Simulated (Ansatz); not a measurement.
Reaction (cleavage of the Zn–Al bond): `[OH][AlH][Zn][F]` + `OB(O)O` → `OB(O)[O][Zn][F]` + `[OH][AlH2]`

Isolated molecules relaxed with PBE0-D4/def2-TZVP in Ansatz; ΔE leaves out vibrations. CCSD(T)/CBS adds triple-zeta CCSD(T) − MP2 to the extrapolated MP2 energy (def2 sets, frozen cores). This one scheme is used for every species. DFT in def2-TZVPP. B3LYP here is the variant with VWN-RPA as its local correlation; programs differ in this. For Zn outer-core shells are correlated without core-valence functions, which leaves a few kJ/mol of doubt a bond. Scalar relativity is left out up to krypton. Each species was taken in one conformer, which may not be the lowest.

`[OH][AlH][Zn][F]`:

```xyz
6

O     0.589   -1.623   -0.262
Al   -0.412   -0.263   -0.438
Zn    0.266    1.641    0.937
F     0.752    3.024    1.930
H     0.454   -2.445   -0.733
H    -1.649   -0.335   -1.435
```

`OB(O)O`:

Z-matrix (Å, degrees):
```
B
O 1 1.366
O 1 1.366 2 120.0
O 1 1.366 2 120.0 3 180.0
H 2 0.960 1 112.2 3 -0.0
H 3 0.960 1 112.2 2 180.0
H 4 0.960 1 112.2 2 0.0
```

`OB(O)[O][Zn][F]`:

```xyz
8

O     1.075   -0.548    1.633
B     0.310   -0.112    0.588
O     0.356   -0.664   -0.696
O    -0.553    0.907    0.755
Zn   -1.435    1.292   -0.747
F    -2.377    1.792   -2.121
H     1.664   -1.277    1.440
H     0.960   -1.391   -0.853
```

`[OH][AlH2]`:

```xyz
5

O     1.189    0.255   -0.014
Al   -0.439   -0.164    0.205
H     1.536    0.611   -0.830
H    -1.467    0.032   -0.985
H    -0.820   -0.735    1.625
```

CCSD(T)/CBS gives +22.1 kJ/mol.

(1) Another level gave +43.7 kJ/mol. Which?
A. B3LYP/def2-TZVPP
B. CCSD(T)/def2-TZVPP
C. ωB97M-V/def2-TZVPP
D. PBE0/def2-TZVPP

Largest T1 diagnostic among the species: 0.016.

Results:

(1) D. PBE0 43.7, ωB97M-V 32.0, B3LYP 38.9, CCSD(T)/def2-TZVPP 17.9 kJ/mol.

From PBE to PBE0 (25 % exact exchange), in def2-TZVPP and without D4, ΔE moves by −5.0 kJ/mol. The D4 term adds −3.2 kJ/mol with B3LYP and −1.7 kJ/mol with PBE0; it sums over pairs of atoms, weighted by their polarisabilities, and B3LYP, whose exchange is more repulsive, gets the larger term.
